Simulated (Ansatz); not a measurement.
Reactions of BH₅N₂O (`NB(N)O`).

Calculated with Ansatz (gas phase, PBE0-D4/def2-TZVP geometries, no zero-point term in ΔE). CBS: MP2 limit from def2 TZ/QZ plus the TZ coupled-cluster correction, frozen cores. This one scheme is used for every species, atoms too. DFT in def2-TZVPP. Open shells (•) are unrestricted, without spin–orbit coupling. Spin–orbit coupling would lower the free atoms: a little for B, O. Each species was taken in one conformer, which may not be the lowest.

```csv
reaction,ωB97X-V (eV),HF/CBS(def2) (eV),CCSD/CBS(def2) (eV),ωB97M-V (eV),CCSD(T)/CBS(def2) (eV)
`NB(N)O` + `O[SiH3]` → `NB(N)O[SiH3]` + H₂O,-0.10,-0.09,-0.14,-0.10,-0.14
`NB(N)O` + HCl → `NB(O)Cl` + NH₃,-0.19,-0.11,-0.15,-0.18,-0.17
`NB(N)O` + H–F → `NB(O)F` + NH₃,-0.63,-0.75,-0.59,-0.63,-0.57
`NB(N)O` → `N[B]N`• + `[OH]`•,6.35,4.83,6.31,6.42,6.41
`NB(N)O` → B• + 5 H• + 2 N• + O•,36.87,25.81,36.21,37.04,36.75
```

Largest T1 diagnostic: 0.014, for B•.
